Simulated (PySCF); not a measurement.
# In²⁺ (indium, charge +2) across methods

[Kr] 4d9 5s1 5p1, one real determinant (an excited configuration). Calculation: PySCF 2.14, in x2c-QZVPPall (13s9p7d4f1g, 112 functions); scalar relativity by spin-free X2C-1e.

```json
{"method": "LDA", "E (hartree)": "-5873.49", "mean ε 4d β (eV)": "-41.995", "mean ε 5s α (eV)": "-27.412", "mean ε 5p α (eV)": "-19.374", "Σ⟨r²⟩ (bohr²)": "36.97", "⟨S²⟩": "3.750"}
{"method": "PBE", "E (hartree)": "-5878.92", "mean ε 4d β (eV)": "-41.829", "mean ε 5s α (eV)": "-27.089", "mean ε 5p α (eV)": "-19.282", "Σ⟨r²⟩ (bohr²)": "37.04", "⟨S²⟩": "3.751"}
{"method": "PBEsol", "E (hartree)": "-5876.15", "mean ε 4d β (eV)": "-41.792", "mean ε 5s α (eV)": "-27.176", "mean ε 5p α (eV)": "-19.299", "Σ⟨r²⟩ (bohr²)": "36.97", "⟨S²⟩": "3.751"}
{"method": "UHF", "E (hartree)": "-5876.77884", "mean ε 4d β (eV)": "-50.861", "mean ε 5s α (eV)": "-31.312", "mean ε 5p α (eV)": "-23.178", "Σ⟨r²⟩ (bohr²)": "37.29", "⟨S²⟩": "3.752"}
{"method": "B3LYP", "E (hartree)": "-5879.40", "mean ε 4d β (eV)": "-43.911", "mean ε 5s α (eV)": "-28.108", "mean ε 5p α (eV)": "-20.086", "Σ⟨r²⟩ (bohr²)": "37.04", "⟨S²⟩": "3.751"}
{"method": "r2SCAN", "E (hartree)": "-5879.35", "mean ε 4d β (eV)": "-42.378", "mean ε 5s α (eV)": "-27.426", "mean ε 5p α (eV)": "-19.611", "Σ⟨r²⟩ (bohr²)": "36.91", "⟨S²⟩": "3.752"}
{"method": "M06-L", "E (hartree)": "-5879.23", "mean ε 4d β (eV)": "-42.285", "mean ε 5s α (eV)": "-26.729", "mean ε 5p α (eV)": "-19.025", "Σ⟨r²⟩ (bohr²)": "36.83", "⟨S²⟩": "3.751"}
```

Q: Estimate the same row for PBE0.

A: E (hartree) = -5879.00; mean ε 4d β (eV) = -44.395; mean ε 5s α (eV) = -28.320; mean ε 5p α (eV) = -20.379; Σ⟨r²⟩ (bohr²) = 37.00; ⟨S²⟩ = 3.751.

⟨L²⟩ = 8.00 against 12 for a pure F term, so this real determinant mixes terms.
